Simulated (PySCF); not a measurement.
TlCl at PBE0

Level: PBE0. basis Tl cc-pVTZ-PP with ECP60, Cl cc-pV(T+d)Z; scalar-relativistic core potentials; PySCF 2.14.

```
state                                            : ³Π (triplet), unpaired electrons σ ↑, π ↑, a second solution, started from another occupation
bond length                                      : 2.509 Å
harmonic wavenumber                              : 205 cm⁻¹
force constant                                   : 0.740 mdyn/Å
rotational constant Be                           : 0.08964 cm⁻¹
anharmonicity ωexe                               : 3.25 cm⁻¹
vibration–rotation constant αe                   : 0.00109 cm⁻¹
energy of the minimum from ground-state Tl + Cl  : -0.310 eV
bond order (Mayer)                               : 0.83
dipole moment (positive dipole means Tl(−)Cl(+)) : -1.46 D
```

These are scalar-relativistic numbers at best; spin–orbit coupling would shift them, the dissociation energy most. Counting both spins, an empty level lies below a filled one in this solution, because spin and occupation are held.
